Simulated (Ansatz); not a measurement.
```yaml
crystal:
  periodic: [false, false, false]
  atoms:
    - {symbol: C, position_ang: [-0.872086, -0.895652, 0.320642]}
    - {symbol: S, position_ang: [0.309800, -2.110564, 1.090727]}
    - {symbol: Sn, position_ang: [2.264568, -1.505930, -0.845819]}
    - {symbol: S, position_ang: [1.374777, 0.475377, -1.379394]}
    - {symbol: C, position_ang: [0.356050, 1.549955, -0.587451]}
    - {symbol: H, position_ang: [-1.296915, -0.633074, -0.517526]}
    - {symbol: H, position_ang: [-1.257119, -0.540480, 1.235905]}
    - {symbol: H, position_ang: [-2.095417, -1.677417, 0.869067]}
    - {symbol: H, position_ang: [0.981698, 2.469882, -0.024681]}
    - {symbol: H, position_ang: [-0.423919, 1.691536, -0.630482]}
    - {symbol: H, position_ang: [0.819467, 1.043123, 0.685845]}
basis:
  gaussian: {orbitals: STO-3G, point_charges: [{charge: 1.00, position_ang: [4.938, 0.993, -0.350]}]}
magnetization: {spin_polarized: true, initial_magnetization: 1}
hamiltonian: {xc: {name: wB97M-V}}
output: {forces: true}
```

```sh
$ ansatz run in.yaml --threads 2 --pin off --events-out ev --progress --plain --max-ram 32768MiB --backend cpu
```

It prints (some lines left out):

```
Error: a molecule whose nuclei and cores have a total charge of 100 cannot have a net charge of 0 together with 1 unpaired electrons
```

Question: Something in this input is off. What?

Answer: The number of unpaired electrons doesn't fit the electron count. The input was rejected before any iteration.
